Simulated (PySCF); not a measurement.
ZnI, SMILES [Zn+][I], charge +1.

Geometry: r2SCAN-D4/def2-TZVP. The multiplicity is an assumed one; other spin states were not compared. The def2 effective core potentials stand for the cores of I; spin–orbit coupling is left out.

Vertical ionisation energy (IE) and electron affinity (EA) in eV. Rows of orbital energies are one-electron estimates. Where ΔSCF, EOM or ADC give a negative EA the extra electron is unbound and the value depends on the basis.

```tsv
level	IE	EA
−ε(HOMO), −ε(LUMO), B3LYP/def2-TZVPD (PySCF)	13.11	10.62
−ε(HOMO), −ε(LUMO), CAM-B3LYP/def2-TZVPD (PySCF)	___	___
```

Task: Some entries are withheld; supply them. (The exact figures need the calculation; the answer reports its results.)

Result: 
- −ε(HOMO), −ε(LUMO), CAM-B3LYP/def2-TZVPD (PySCF), IE: 14.55
- −ε(HOMO), −ε(LUMO), CAM-B3LYP/def2-TZVPD (PySCF), EA: 9.44
